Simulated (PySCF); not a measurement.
Dipole polarisabilities along the 5p block

Calculated with PySCF 2.14 for the ground configurations, without spin-orbit coupling: coupled response for Hartree-Fock and DFT, finite fields for MP2 and CCSD(T), with In 4s2 4p6 4d10; Sn 4s2 4p6 4d10; Sb 4s2 4p6 4d10; Te 4s2 4p6 4d10; I 4s2 4p6 4d10; Xe 4s2 4p6 4d10 frozen. Mean α in bohr³, C₆ of like pairs in atomic units.

| species | α UHF | α PBE | α PBE0 | α MP2 | α CCSD(T) | α recommended (Schwerdtfeger and Nagle) | C₆ UHF | C₆ PBE | C₆ PBE0 |
| --- | --- | --- | --- | --- | --- | --- | --- | --- | --- |
| In [Kr] 4d10 5s2 5p1 (aug-cc-pVTZ-PP with one added diffuse shell each of d, f type with ECP28MDF, ECP) | 74.76 | 80.81 | 75.37 | 73.93 | 72.97 | 65 ± 4 | 797.4 | 816.5 | 769.1 |
| Sn [Kr] 4d10 5s2 5p2 (aug-cc-pVTZ-PP with one added diffuse shell each of d, f type with ECP28MDF, ECP) | 57.21 | 62.24 | 58.80 | 57.02 | 56.98 | 53 ± 6 | 627.3 | 671.8 | 633.8 |
| Sb [Kr] 4d10 5s2 5p3 (aug-cc-pVTZ-PP with one added diffuse shell each of d, f type with ECP28MDF, ECP) | 44.29 | 48.10 | 45.81 | 44.25 | 44.39 | 43 ± 2 | 482.3 | 523.3 | 496.0 |
| Te [Kr] 4d10 5s2 5p4 (aug-cc-pVTZ-PP with one added diffuse shell each of d, f type with ECP28MDF, ECP) | 38.13 | 41.53 | 39.65 | 38.93 | 39.02 | 38 ± 4 | 411.2 | 451.8 | 428.7 |
| I [Kr] 4d10 5s2 5p5 (aug-cc-pVTZ-PP with one added diffuse shell each of d, f type with ECP28MDF, ECP) | 31.91 | 34.70 | 33.25 | 32.83 | 32.95 | 32.9 ± 1.3 | 339.7 | 374.0 | 356.1 |
| Xe [Xe] (aug-cc-pVTZ-PP with one added diffuse shell each of d, f type with ECP28MDF, ECP) | 26.73 | 28.95 | 27.84 | 27.58 | 27.74 | 27.32 ± 0.2 | 278.3 | 305.5 | 291.9 |

Hartree-Fock lacks correlation. PBE lies above the recommended values here, as self-interaction makes its density too diffuse. MP2 and CCSD(T) carry the error of the frozen core. All values carry a basis error, and heavy open shells lack spin-orbit coupling.
